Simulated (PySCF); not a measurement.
# Excitation energy of V by level of theory

V [Ar] 3d3 4s2 (4F) → V [Ar] 3d5 (6S), as a difference of total energies. Computed with PySCF 2.14 in x2c-QZVPPall with one added diffuse shell each of s, p, d, f, g type (12s8p6d4f3g, 121 functions), with the spin-free X2C one-electron Hamiltonian (Gaussian nucleus). Correlated levels: valence: [Ar] frozen; valence and next inner shell: [Ne] frozen. The calculations carry no spin-orbit coupling.

```csv
method,excitation energy (eV)
UHF,3.781
LDA,0.960
PBE,1.201
PBE0,1.770
r2SCAN,1.681
BLYP,1.724
B2PLYP,2.525
LC-wPBE,1.492
MP2 (valence),2.733
SCS-MP2 (valence),4.236
MP2 (valence and next inner shell),1.816
SCS-MP2 (valence and next inner shell),3.350
```

How much does correlation contribute at MP2 (valence and next inner shell)?

1.816 − (3.781) = -1.965 eV, measured against UHF.

A first-order spin-orbit estimate (lowest level to lowest level, LS coupling) adds 0.049 eV.
